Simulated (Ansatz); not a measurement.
Two shapes of singlet CuNH₃(+).

Shape 1:

```xyz
5

N     0.0159    0.0010   -1.3687
H     0.9606    0.0254   -1.7719
H    -0.4543    0.7736   -1.7992
H    -0.4830   -0.7785   -1.7837
Cu    0.0276    0.0350    0.5518
```

Shape 2:

```xyz
5

N     0.0011   -0.0401   -1.3592
H     0.9565   -0.0100   -1.7989
H    -0.4834    0.7748   -1.8331
H    -0.4538   -0.8106   -1.7727
Cu    0.0344    0.0652    0.5841
```

Basis set: 6-31G (spherical functions). Correlated methods keep 6 orbitals frozen. Charge 1, multiplicity 1.

Computed with Ansatz (development build ahead of 0.2.0); each method stands on the lowest determinant of its kind that the runs found.

(1) Which shape is lower in energy, and by how much in each method?

## Answers

(1)

| method | E(2) − E(1) (eV) |
| --- | --- |
| RHF | 0.101 |
| RHF-MP2 | 0.077 |

Shape 1 is lower.
